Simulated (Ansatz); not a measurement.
Two isomers of H6NSbSi: A = `N[SiH2][SbH2]`, B = `[NH2][SbH][SiH3]`.

Computed with Ansatz on PBE0-D4/def2-TZVP structures; ΔE is electronic, products minus reactants. CCSD(T)/CBS is the MP2 limit (def2-TZVPP, def2-QZVPP) plus CCSD(T) − MP2 in def2-TZVPP, frozen cores. DFT in def2-TZVPP. B3LYP here is the variant with VWN-RPA as its local correlation; programs differ in this. Elements past krypton have def2 core potentials. For Sb outer-core shells are correlated without core-valence functions, which leaves a few kJ/mol of doubt a bond. Each species was taken in one conformer, which may not be the lowest.

(1) Which isomer does CCSD(T)/CBS put lower? Give the gap. (Estimate.)

(2) Give E(B) − E(A) in kJ/mol with B2PLYP, PBE0-D4, B3LYP, r2SCAN-D4, PBE-D4, MP2/def2-TZVPP, BLYP-D4. (Estimate.)

(3) Does the order hold for the free energy at 298.15 K (harmonic terms from PBE0-D4)? (Best estimate.)

Largest T1 diagnostic: 0.014.

Results:

(1) The calculation gave: A, by 68.0 kJ/mol.

(2) Computed: B2PLYP 68.2, PBE0-D4 69.4, B3LYP 67.0, r2SCAN-D4 68.8, PBE-D4 62.0, MP2/def2-TZVPP 71.3, BLYP-D4 60.8. None reverses the order clearly.

(3) Computed: Yes: G(B) − G(A) = +69.6 kJ/mol, for one conformer each.

From r2SCAN to r2SCAN0 (25 % exact exchange), in def2-TZVPP and without D4, E(B) − E(A) moves by +5.9 kJ/mol. In def2-TZVPP, CCSD(T) changes the Hartree–Fock value by −8.1 kJ/mol (the triples alone add −2.6 kJ/mol) and MP2 by −5.7 kJ/mol.
